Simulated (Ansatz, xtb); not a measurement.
C4H2F2S: which of two isomers lies lower

Structure X: `Fc1ccsc1F`, a singlet. Structure Y: `Fc1csc(F)c1`, a singlet. Both are isolated molecules in the gas phase, relaxed with PBE0-D3(BJ)/def2-SVP.

X (Å):

```yaml
atoms:
  - { symbol: C, position_ang: [0.3943, -1.3235, -1.3554] }
  - { symbol: C, position_ang: [-0.7084, -0.4502, -1.1509] }
  - { symbol: C, position_ang: [-0.4237, 0.5271, -0.2392] }
  - { symbol: C, position_ang: [1.4808, -0.9866, -0.5968] }
  - { symbol: F, position_ang: [0.3708, -2.3513, -2.1901] }
  - { symbol: F, position_ang: [2.6466, -1.5984, -0.5633] }
  - { symbol: S, position_ang: [1.1789, 0.4043, 0.3829] }
  - { symbol: H, position_ang: [-1.6616, -0.5604, -1.6679] }
  - { symbol: H, position_ang: [-1.0727, 1.3276, 0.1110] }
```

Y (Å):

```xyz
9

C    -0.3032   -0.4471   -0.0374
C    -1.0960   -0.5651   -1.1414
C     1.3129   -0.6843   -1.6249
C     1.0970   -0.5129   -0.2907
F    -0.7781   -0.2829    1.1878
F     2.4766   -0.7882   -2.2308
S    -0.1355   -0.7656   -2.5631
H    -2.1821   -0.5446   -1.1911
H     1.8774   -0.4381    0.4646
```

Energies in hartree; the thermal terms are from GFN2-xTB frequencies at re-optimised GFN2-xTB minima (ideal gas, soft modes damped towards free rotors, one conformer each, 298.15 K, 1 atm) and include the zero-point energy:

|  | X | Y |
| --- | --- | --- |
| E, CCSD(T)/def2-SVP | −749.656875 | −749.662700 |
| E, MP2/def2-SVP | −749.590234 | −749.596358 |
| E, MP2/def2-TZVPP | −750.433720 | −750.439255 |
| zero-point energy | 0.049147 | 0.049117 |
| H(298 K) − E | 0.056033 | 0.055955 |
| G(298 K) − E | 0.018949 | 0.018957 |

Question: Correct the CCSD(T) difference for the basis set by the MP2 change, then work out ΔE, ΔE₀, ΔH and ΔG for X → Y in kJ/mol (1 Eh = 2625.50 kJ/mol) and the equilibrium ratio [Y]/[X].

Answer: 1. Differences Y − X: CCSD(T) −0.005825, MP2 in the small set −0.006124, MP2 in the large set −0.005535 Eh.
2. ΔE = −0.005825 + (−0.005535 − (−0.006124)) = −0.005236 Eh = −13.75 kJ/mol.
3. ΔE₀ = ΔE + ΔZPE = −0.005236 + (−0.000030) Eh = −13.83 kJ/mol.
4. ΔH = ΔE + (−0.000078) Eh = −13.95 kJ/mol.
5. ΔG = ΔE + (+0.000008) Eh = −13.73 kJ/mol, so ΔS = (ΔH − ΔG)/T = −0.8 J/(mol K).
6. kT = 0.9442 mEh, so K = [Y]/[X] = exp(−ΔG/kT) = exp(+5.54) ≈ 250.

Structure Y is favoured at this temperature. An error of 4 kJ/mol in ΔG would change K by a factor of 5. Mirror images and further conformers aren't counted.

As drawn, both hold the same kinds of bond in the same numbers.

Other levels gave ΔE = −13.4 (GFN2-xTB); −11.8 (HF/STO-3G, GFN2-xTB geometries); −16.8 (r2SCAN-D4/def2-SVP, GFN2-xTB geometries); −16.2 (PBE0-D3(BJ)/def2-SVP); −18.1 (HF/def2-SVP); −16.1 (MP2/def2-SVP); −15.3 (CCSD(T)/def2-SVP) kJ/mol. The correlated steps freeze 11 core orbitals. Programs: Ansatz 0.2.0, xtb 6.7.1.
